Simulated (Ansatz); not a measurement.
Cartesian coordinates in Å:
```
N 0.103 -1.981 1.179
C -0.035 -1.012 0.568
Ge -0.460 0.532 -0.497
F -0.048 1.885 0.501
H 0.440 0.577 -1.751
```

Total charge 0; spin multiplicity 2.

**Question.** List the B3LYP/def2-TZVPP orbital energies in eV (the Gaussian-basis code of Ansatz). (Estimate.)

**Answer.** Computed: α occupied: -10852.38, -1356.66, -1207.59, -1207.56, -1207.54, -671.77, -390.38, -278.14, -171.25, -121.55, -121.50, -121.42, -35.43, -35.07, -35.03, -34.99, -34.97, -31.94, -25.32, -17.27, -13.64, -12.71, -12.20, -11.49, -10.54, -10.19, -10.13, -7.50. α empty: -1.75, -0.77, 0.40, 1.15, 1.36, 2.71, 4.03, 5.22. β occupied: -10852.34, -1356.63, -1207.54, -1207.54, -1207.52, -671.69, -390.34, -278.12, -171.19, -121.47, -121.42, -121.39, -35.37, -35.00, -34.94, -34.91, -34.90, -31.77, -25.22, -16.85, -13.43, -12.42, -11.90, -11.29, -10.31, -10.09, -10.03. β empty: -4.70, -1.54, -0.45, 0.70, 1.36, 1.69, 2.80, 4.30. ⟨S²⟩ = 0.752.

B3LYP here is the variant with VWN-RPA as its local correlation; programs differ in this.
